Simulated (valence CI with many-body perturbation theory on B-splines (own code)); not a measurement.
**E1 transitions of Hf LVIII**

Calculated by valence CI with perturbative core correlation (CI+MBPT): five valence electrons over a frozen Dirac-Fock core [Ne], a basis of 11 s, 11 p, 10 d, 8 f, 5 g, 2 h functions for each j, with the one-electron correlation potential Σ1 (screened to all orders), the two-electron term Σ2, the three-electron term Σ3, Breit, model QED; selected single and double excitations, second order for the rest, scaled by the run's own slope (own B-spline code, finite nucleus).

No measured spectrum was set against this ion. As an estimate, large intervals hold to a few tenths of a per cent, small ones and those within an open d or f shell to about a per cent. Among the levels kept, up to 3100 cm⁻¹ of a level comes from second order outside the variational space, and about a tenth of that is noise between levels of different J, which matters for small intervals.

Lines 51 to 100 of 550 in falling wavelength, among levels below 1237.5 eV, chosen from the strongest by gf and those to the six lowest levels. Wavelengths and rates use the calculated energies. Electric multipoles are in the length gauge, E1 and E2 with the static RPA response of the core. Weak lines are less certain than strong ones. Lines between different terms over intervals too small for the method are left out, as are lines whose strength nearly cancels. The highest levels of a list are the least certain.

Levels are named by their leading jj configuration (3d3/2^4 stands for four electrons in 3d with j = 3/2), which in mixed levels can hold well under half, so a name can repeat and another be missing. Letters in brackets count levels of one name in rising energy.

| λ vac (nm) | Upper | Lower | A (s⁻¹) | log gf | Branch % |
| --- | --- | --- | --- | --- | --- |
| 6.851 | (3p1/2^2 3p3/2^2 3d3/2) J=3/2 [b] | (3s 3p1/2 3p3/2^2 3d3/2) J=5/2 [d] | 1.96e+10 | -1.26 | 1.2 |
| 6.827 | (3s 3p1/2^2 3d5/2^2) J=7/2 | (3s^2 3p1/2 3d5/2^2) J=7/2 | 1.41e+10 | -1.10 | 3.1 |
| 6.794 | (3s 3p1/2 3p3/2^2 3d5/2) J=5/2 [f] | (3s^2 3p3/2^2 3d5/2) J=5/2 [b] | 1.93e+10 | -1.10 | 0.7 |
| 6.778 | (3s 3p1/2^2 3p3/2 3d5/2) J=5/2 [b] | (3s^2 3p1/2 3p3/2 3d5/2) J=7/2 [b] | 3.46e+10 | -0.84 | 3.8 |
| 6.746 | (3s 3p1/2^2 3p3/2 3d5/2) J=5/2 [b] | (3s^2 3p1/2 3p3/2 3d5/2) J=5/2 [b] | 1.42e+10 | -1.24 | 1.6 |
| 6.743 | (3s 3p1/2 3p3/2^2 3d5/2) J=7/2 [b] | (3s^2 3p3/2^2 3d5/2) J=7/2 | 1.57e+10 | -1.07 | 2.0 |
| 6.733 | (3s 3p1/2 3p3/2^2 3d5/2) J=3/2 [e] | (3s^2 3p3/2^2 3d5/2) J=5/2 [b] | 2.51e+10 | -1.17 | 1.1 |
| 6.720 | (3s 3p1/2^2 3p3/2^2) J=3/2 | (3s^2 3p1/2 3p3/2^2) J=5/2 | 3.25e+10 | -1.06 | 4.3 |
| 6.648 | (3p1/2^2 3p3/2^2 3d3/2) J=3/2 [b] | (3s 3p1/2 3p3/2^2 3d3/2) J=5/2 [c] | 2.67e+10 | -1.15 | 1.6 |
| 6.635 | (3s 3p1/2^2 3d3/2 3d5/2) J=5/2 [b] | (3s^2 3p1/2 3d3/2 3d5/2) J=7/2 [a] | 1.73e+10 | -1.16 | 5.8 |
| 6.556 | (3s 3p1/2^2 3d3/2 3d5/2) J=3/2 [b] | (3s^2 3p1/2 3d3/2 3d5/2) J=5/2 [a] | 1.88e+10 | -1.31 | 6.6 |
| 6.552 | (3s 3p1/2 3p3/2^3) J=3/2 [b] | (3s^2 3p3/2^3) J=3/2 | 2.20e+10 | -1.25 | 1.0 |
| 6.521 | (3s 3p1/2^2 3d3/2^2) J=3/2 | (3s 3p1/2^2 3p3/2 3d3/2) J=5/2 [b] | 2.68e+10 | -1.17 | 37.6 |
| 6.504 | (3s 3p1/2 3p3/2 3d3/2^2) J=5/2 [b] | (3s 3p1/2 3p3/2^2 3d3/2) J=7/2 [b] | 1.67e+10 | -1.20 | 0.9 |
| 6.451 | (3s 3p1/2^2 3p3/2 3d3/2) J=5/2 [b] | (3s^2 3p1/2 3p3/2 3d3/2) J=7/2 | 4.45e+10 | -0.78 | 4.5 |
| 6.445 | (3s 3p1/2 3p3/2^2 3d5/2) J=7/2 [c] | (3s^2 3p3/2^2 3d5/2) J=9/2 | 2.85e+10 | -0.85 | 1.7 |
| 6.429 | (3s 3p1/2^2 3p3/2 3d3/2) J=3/2 [b] | (3s^2 3p1/2 3p3/2 3d3/2) J=5/2 [a] | 2.35e+10 | -1.24 | 4.2 |
| 6.418 | (3s 3p1/2^2 3p3/2 3d5/2) J=7/2 [b] | (3s^2 3p1/2 3p3/2 3d5/2) J=9/2 | 3.64e+10 | -0.74 | 3.7 |
| 6.368 | (3s 3p1/2 3p3/2^2 3d5/2) J=9/2 [c] | (3s^2 3p3/2^2 3d5/2) J=9/2 | 2.64e+10 | -0.80 | 2.0 |
| 6.332 | (3s 3p1/2 3p3/2^2 3d3/2) J=5/2 [e] | (3s^2 3p3/2^2 3d3/2) J=7/2 | 3.26e+10 | -0.93 | 0.9 |
| 6.327 | (3s 3p1/2^2 3p3/2^2) J=3/2 | (3s^2 3p1/2 3p3/2^2) J=3/2 | 1.47e+10 | -1.45 | 1.9 |
| 6.322 | (3s^2 3p1/2 3p3/2 3d3/2) J=1/2 [a] | (3s^2 3p1/2 3p3/2^2) J=1/2 | 2.70e+09 | -2.49 | 25.8 |
| 6.317 | (3s^2 3p1/2 3p3/2 3d3/2) J=3/2 [a] | (3s^2 3p1/2 3p3/2^2) J=1/2 | 2.15e+09 | -2.29 | 1.0 |
| 6.312 | (3p1/2^2 3p3/2^3) J=3/2 | (3s 3p1/2 3p3/2^3) J=5/2 | 5.93e+10 | -0.85 | 3.2 |
| 6.277 | (3s 3p1/2^2 3p3/2^2) J=1/2 | (3s^2 3p1/2 3p3/2^2) J=3/2 | 2.69e+08 | -3.50 | 0.0 |
| 6.248 | (3s 3p1/2 3p3/2^2 3d5/2) J=5/2 [c] | (3s^2 3p3/2^2 3d5/2) J=7/2 | 1.62e+10 | -1.25 | 0.9 |
| 6.244 | (3p1/2^2 3p3/2^2 3d3/2) J=7/2 | (3s 3p1/2 3p3/2^2 3d3/2) J=9/2 | 5.75e+10 | -0.57 | 3.0 |
| 6.190 | (3p1/2^2 3p3/2^2 3d3/2) J=3/2 [a] | (3s 3p1/2 3p3/2^2 3d3/2) J=5/2 [a] | 2.69e+10 | -1.21 | 5.3 |
| 6.162 | (3s 3p1/2 3p3/2^2 3d3/2) J=3/2 [f] | (3s^2 3p3/2^2 3d3/2) J=5/2 | 2.13e+10 | -1.31 | 0.5 |
| 6.117 | (3s 3p1/2 3p3/2 3d3/2^2) J=5/2 [a] | (3s 3p1/2 3p3/2^2 3d3/2) J=7/2 [a] | 4.47e+10 | -0.82 | 6.1 |
| 6.047 | (3s 3p1/2^2 3p3/2 3d3/2) J=1/2 [b] | (3s^2 3p1/2 3p3/2 3d3/2) J=3/2 [a] | 4.54e+10 | -1.30 | 4.0 |
| 6.027 | (3s 3p1/2^2 3p3/2 3d5/2) J=7/2 [b] | (3s^2 3p1/2 3p3/2 3d5/2) J=7/2 [a] | 1.74e+10 | -1.12 | 1.8 |
| 6.009 | (3s 3p1/2 3p3/2 3d3/2^2) J=7/2 | (3s 3p1/2 3p3/2^2 3d3/2) J=9/2 | 2.07e+10 | -1.05 | 4.1 |
| 5.966 | (3s^2 3p1/2 3p3/2 3d3/2) J=5/2 [a] | (3s^2 3p1/2 3p3/2^2) J=5/2 | 5.72e+09 | -1.74 | 73.8 |
| 5.874 | (3s^2 3p1/2 3p3/2 3d3/2) J=3/2 [a] | (3s^2 3p1/2 3p3/2^2) J=5/2 | 1.53e+10 | -1.50 | 6.8 |
| 5.868 | (3s 3p1/2^2 3d3/2^2) J=5/2 | (3s 3p1/2^2 3p3/2 3d3/2) J=3/2 [b] | 1.58e+10 | -1.31 | 21.6 |
| 5.740 | (3p1/2^2 3p3/2^2 3d3/2) J=1/2 | (3p1/2^2 3p3/2^3) J=3/2 | 6.17e+10 | -1.22 | 4.0 |
| 5.642 | (3s^2 3p1/2 3p3/2 3d3/2) J=7/2 | (3s^2 3p1/2 3p3/2^2) J=5/2 | 9.56e+08 | -2.44 | 99.7 |
| 5.593 | (3s^2 3p1/2^2 3d3/2) J=3/2 | (3s^2 3p1/2^2 3p3/2) J=3/2 | 1.14e+10 | -1.67 | 100.0 |
| 5.575 | (3s^2 3p1/2 3p3/2 3d3/2) J=1/2 [a] | (3s^2 3p1/2 3p3/2^2) J=3/2 | 4.44e+09 | -2.38 | 42.4 |
| 5.571 | (3s^2 3p1/2 3p3/2 3d3/2) J=3/2 [a] | (3s^2 3p1/2 3p3/2^2) J=3/2 | 9.00e+08 | -2.78 | 0.4 |
| 5.516 | (3s 3p1/2^2 3d3/2 3d5/2) J=7/2 [b] | (3s 3p1/2^2 3p3/2 3d5/2) J=7/2 [b] | 1.34e+10 | -1.31 | 4.4 |
| 5.203 | (3s^2 3p1/2 3d3/2 3d5/2) J=9/2 | (3s^2 3p1/2 3p3/2 3d5/2) J=9/2 | 1.65e+10 | -1.17 | 6.3 |
| 5.136 | (3s 3p1/2^2 3d3/2 3d5/2) J=7/2 [b] | (3s 3p1/2^2 3p3/2 3d5/2) J=7/2 [a] | 1.64e+10 | -1.29 | 5.4 |
| 5.100 | (3s^2 3p1/2 3p3/2 3d3/2) J=1/2 [b] | (3s^2 3p1/2 3p3/2^2) J=1/2 | 4.92e+08 | -3.42 | 0.0 |
| 5.091 | (3s^2 3p1/2 3p3/2 3d3/2) J=3/2 [b] | (3s^2 3p1/2 3p3/2^2) J=1/2 | 9.02e+08 | -2.85 | 0.0 |
| 4.993 | (3s^2 3p1/2 3p3/2 3d3/2) J=5/2 [b] | (3s^2 3p1/2 3p3/2^2) J=5/2 | 2.83e+09 | -2.20 | 0.1 |
| 4.827 | (3s 3p1/2^2 3d3/2 3d5/2) J=9/2 | (3s 3p1/2^2 3p3/2 3d5/2) J=9/2 | 2.57e+10 | -1.05 | 8.1 |
| 4.799 | (3s^2 3p1/2 3p3/2 3d3/2) J=3/2 [b] | (3s^2 3p1/2 3p3/2^2) J=5/2 | 1.20e+09 | -2.78 | 0.0 |
| 4.773 | (3s^2 3p1/2 3p3/2 3d3/2) J=5/2 [b] | (3s^2 3p1/2 3p3/2^2) J=3/2 | 1.15e+08 | -3.63 | 0.0 |
